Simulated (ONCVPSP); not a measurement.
Ce (Z = 58): one change to an ONCV potential, before and after

* Element: cerium (Ce)
* Generator: ONCVPSP 4.0.1
* Type: optimised norm-conserving Vanderbilt (ONCV)
* Functional: LDA (Perdew-Wang 92)
* Relativity: scalar-relativistic
* Frozen core: [Kr] 4d10
* Valence charge: 12
* Reference configuration: 4f1 5s2 5p6 5d1 6s2
* Partial waves: 5s+6s: rc 2.55 bohr, ncon 4, nbas 8, qcut 4.7 1/bohr, 2 projectors; 5p: rc 1.85 bohr, ncon 3, nbas 6, qcut 5.1 1/bohr, 2 projectors, debl 3.8 Ha; 5d: rc 3.55 bohr, ncon 4, nbas 9, qcut 5.3 1/bohr, 2 projectors, debl 1.5 Ha; 4f: rc 1.60 bohr, ncon 4, nbas 8, qcut 11.2 1/bohr, 2 projectors, debl 0.5 Ha
* Local potential: polynomial inside 1.25 bohr (lpopt 4, dvloc0 0 Ha)
* Core correction: Teter function, fcfact 5, rcfact 1.75

Change: s: rc 3.4.

Cutoffs: the cutoffs (Ha) at which the residual kinetic energy of the hardest occupied pseudo-wave falls to 1 and 0.1 mHa per electron; they do not see the model core or the augmentation charge, which bear on the density cutoff. Errors are all-electron minus pseudo energies relative to the spin-unpolarised reference configuration.

Predict the effect on cutoff, ghosts and configuration errors.

The potential gets neither clearly harder nor softer (51 Ha and 56 Ha → 51 Ha and 56 Ha); the f channel sets the loose cutoff, while the largest relative change is in s, which becomes softer; the lowest positive-energy flag moves from s at 18.6 eV to s at 1.9 eV; of the 4 tests that both files solve, the error grows in 1 and shrinks in 1 by more than 15 % and 0.3 meV (median size 23.7 → 11.7 meV); neither file shows a bound ghost.

| quantity | base | changed |
| --- | --- | --- |
| cutoff, loose | 51 Ha | 51 Ha |
| cutoff, tight | 56 Ha | 56 Ha |
| loose cutoff by channel | s 7.4 Ha, p 11 Ha, d 6.4 Ha, f 51 Ha | s 3.2 Ha, p 11 Ha, d 6.4 Ha, f 51 Ha |
| bound ghosts | none | none |
| GHOST(+) flags under 300 eV | s at 18.6 eV | s at 1.9 eV |
| error for 4f1 5s2 5p6 5d1 6s1, meV [ΔE 6.27 eV] | -2.2 | -1.9 |
| error for 4f1 5s2 5p6 5d1 6s0, meV [ΔE 17.61 eV] | -11 | -14 |
| error for 4f1 5s2 5p6 5d0 6s0, meV [ΔE 36.94 eV] | -36 | -37 |
| error for 4f1 5s2 5p5 5d1 6s2, meV [ΔE 27.98 eV] | -44 | -9.0 |
| p: phases at 1.88 bohr within 0.05 rad from the reference energy up to (Ha; the scan ends near 5) | 4.1 | 4.1 |
| d: phases at 3.61 bohr within 0.05 rad from the reference energy up to (Ha; the scan ends near 5) | 2.8 | 2.8 |
| f: phases at 1.62 bohr within 0.05 rad from the reference energy up to (Ha; the scan ends near 5) | to the end of the scan | to the end of the scan |
| rms error of d²Exc/dni dnj with the model core, mHa | 3.91 | 4.19 |
